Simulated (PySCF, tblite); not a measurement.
Isomers of C6H6F (doublet state), one GFN2-xTB conformer each. Single-point energies are computed at B3LYP/pcH-1 (PySCF, gas phase, no added dispersion term), electronic only. GFN2-xTB treats the open shell by occupation alone, and not every SCF solution was tested for stability.

```
                  SMILES  GFN2-xTB relative energy (kcal/mol)
         CC1=C(F)C[C]=C1                                 27.5
F[C@@]12[CH]C[C@@H]1C=C2                                 39.8
       F[C@]12C=C[C]1CC2                                 40.7
       [CH2]C1=C(F)CC=C1                                  0.0
```

Conformers: `[CH2:1][C:2]1=[C:3]([F:4])[CH2:5][CH:6]=[CH:7]1` (doublet state) with H–C1–C2–C3 0° and 180°.

Q: What does B3LYP/pcH-1 give for the same structures?

A: 
```json
{"SMILES": "[CH2]C1=C(F)CC=C1", "B3LYP/pcH-1 E (Eh)": "-332.03205", "B3LYP/pcH-1 (kcal/mol)": "0.0", "GFN2-xTB (kcal/mol)": "0.0", "point group": "Cs"}
{"SMILES": "CC1=C(F)C[C]=C1", "B3LYP/pcH-1 E (Eh)": "-331.98350", "B3LYP/pcH-1 (kcal/mol)": "30.5", "GFN2-xTB (kcal/mol)": "27.5", "point group": "Cs"}
{"SMILES": "F[C@@]12[CH]C[C@@H]1C=C2", "B3LYP/pcH-1 E (Eh)": "-331.94969", "B3LYP/pcH-1 (kcal/mol)": "51.7", "GFN2-xTB (kcal/mol)": "39.8", "point group": "–"}
{"SMILES": "F[C@]12C=C[C]1CC2", "B3LYP/pcH-1 E (Eh)": "-331.94391", "B3LYP/pcH-1 (kcal/mol)": "55.3", "GFN2-xTB (kcal/mol)": "40.7", "point group": "C1"}
```

Both levels put the same isomer lowest; measured from each level's own lowest isomer, the values differ by up to 14.6 kcal/mol (F[C@]12C=C[C]1CC2: 40.7 against 55.3). As drawn, the highest has a four-membered ring, which the lowest lacks. Neighbours under 5.0 kcal/mol apart (F[C@@]12[CH]C[C@@H]1C=C2 and F[C@]12C=C[C]1CC2) can change places with a better method, another conformer or zero-point energy.

Q: What happens when harmonic zero-point energies from GFN2-xTB frequencies are added?

A: 
| SMILES | ZPE (kcal/mol) | electronic (kcal/mol) | with ZPE (kcal/mol) |
| --- | --- | --- | --- |
| [CH2]C1=C(F)CC=C1 | 60.9 | 0.0 | 0.0 |
| CC1=C(F)C[C]=C1 | 61.3 | 30.5 | 30.8 |
| F[C@@]12[CH]C[C@@H]1C=C2 | 60.6 | 51.7 | 51.3 |
| F[C@]12C=C[C]1CC2 | 61.9 | 55.3 | 56.2 |

The zero-point energies span 1.3 kcal/mol. The order is unchanged.
